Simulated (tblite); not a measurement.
Compound: C6H7GeOSe (charge -1).
Bonds: Ge1–O2, O2–C3, C3–C4 (aromatic), C4–C5 (aromatic), C5–C6 (aromatic), C6–C7 (aromatic), C7–Se8, C7–C9 (aromatic), C3–C9 (aromatic). Hydrogens: H10, H11, H12 on Ge1; H13 on C4; H14 on C5; H15 on C6; H16 on C9.
Bond orders are those of one Lewis drawing.

Computed with GFN2-xTB (tblite), gas phase: L-BFGS steps from a force-field or distance-geometry start until the largest atomic force falls under 0.01 eV/Å.

Step 18: E = -703.2875 eV
```
atom  x, y, z in Å  |  force x, y, z in eV/Å
Ge1    -2.9406   -0.4470    0.1602   -0.186   0.034  -0.022
O2     -1.3764   -1.1222    0.0266    0.056  -0.193  -0.085
C3     -0.1564   -0.4769   -0.0564    0.127  -0.105   0.069
C4     -0.0365    0.7262   -0.7291   -0.013  -0.002   0.036
C5      1.1845    1.3736   -0.7254    0.095   0.022  -0.010
C6      2.2752    0.8126   -0.0993    0.029  -0.072   0.003
C7      2.1784   -0.4372    0.5134   -0.071   0.019  -0.022
Se8     3.6774   -1.2288    1.3198   -0.081   0.049  -0.039
C9      0.9389   -1.0764    0.5333    0.078   0.010   0.072
H10    -3.4500   -0.6847    1.5546   -0.036  -0.032  -0.001
H11    -2.9823    1.0234   -0.1408   -0.079   0.024   0.023
H12    -3.7412   -1.2193   -0.8474   -0.077  -0.006   0.041
H13    -0.8983    1.1338   -1.2444   -0.007   0.071   0.012
H14     1.2708    2.3340   -1.2132    0.063   0.072  -0.064
H15     3.2191    1.3331   -0.0881    0.097  -0.003   0.011
H16     0.8297   -2.0352    1.0248    0.005   0.111  -0.024
```

Step 19: E = -703.2932 eV
```
atom  x, y, z in Å  |  force x, y, z in eV/Å
Ge1    -2.9444   -0.4520    0.1613   -0.239   0.047  -0.013
O2     -1.3793   -1.1194    0.0142    0.121  -0.114  -0.082
C3     -0.1597   -0.4690   -0.0573    0.186  -0.094   0.027
C4     -0.0301    0.7321   -0.7339   -0.025   0.009   0.066
C5      1.1951    1.3743   -0.7298    0.069   0.017  -0.006
C6      2.2837    0.8117   -0.1005   -0.009  -0.074   0.003
C7      2.1788   -0.4366    0.5156   -0.087   0.034  -0.034
Se8     3.6730   -1.2383    1.3210   -0.090   0.056  -0.036
C9      0.9344   -1.0689    0.5345    0.092  -0.010   0.098
H10    -3.4550   -0.7021    1.5552   -0.015  -0.020  -0.001
H11    -3.0057    1.0250   -0.1270   -0.060  -0.044   0.013
H12    -3.7433   -1.2383   -0.8387   -0.067   0.027   0.035
H13    -0.8923    1.1449   -1.2444   -0.002   0.076  -0.008
H14     1.2939    2.3334   -1.2207    0.014   0.035  -0.050
H15     3.2259    1.3375   -0.0907    0.083  -0.066   0.025
H16     0.8174   -2.0255    1.0300    0.030   0.121  -0.036
```

**Question.** Estimate the geometry and energy of step 20. (The exact step hangs on the optimiser's Hessian estimate; all steps are aligned on step 19, rigid shifts and turns removed.)

**Answer.** E = -703.2980 eV, largest force 0.170 eV/Å
```
atom  x, y, z in Å  |  force x, y, z in eV/Å
Ge1    -2.9512   -0.4557    0.1614   -0.165   0.017  -0.003
O2     -1.3803   -1.1197    0.0004    0.114  -0.001  -0.064
C3     -0.1601   -0.4640   -0.0581    0.157  -0.062  -0.022
C4     -0.0244    0.7369   -0.7364   -0.017   0.036   0.070
C5      1.2051    1.3749   -0.7337    0.016   0.012  -0.005
C6      2.2915    0.8103   -0.1019   -0.025  -0.025  -0.016
C7      2.1791   -0.4355    0.5174   -0.068   0.034  -0.025
Se8     3.6682   -1.2448    1.3213   -0.068   0.048  -0.018
C9      0.9322   -1.0626    0.5374    0.063   0.007   0.076
H10    -3.4606   -0.7167    1.5547    0.002  -0.011   0.007
H11    -3.0269    1.0260   -0.1145   -0.044  -0.089   0.000
H12    -3.7483   -1.2538   -0.8301   -0.065   0.046   0.015
H13    -0.8873    1.1556   -1.2430    0.024   0.060  -0.009
H14     1.3143    2.3330   -1.2279   -0.030  -0.011  -0.029
H15     3.2329    1.3408   -0.0932    0.055  -0.131   0.034
H16     0.8083   -2.0156    1.0346    0.051   0.068  -0.012
```

The energy changes by -0.0048 eV. The first-order estimate −F·Δx gives -0.0069 eV and the mean of the old and new forces, exact on a quadratic surface, -0.0048 eV. The step makes an angle of 74° with the force vector and moves no atom by more than 0.025 Å.

What follows is the cost of the whole relaxation. On Arm Neoverse V1, one thread, shared host with 32 logical CPUs at a one-minute load of 10, this took 0.7 s wall.
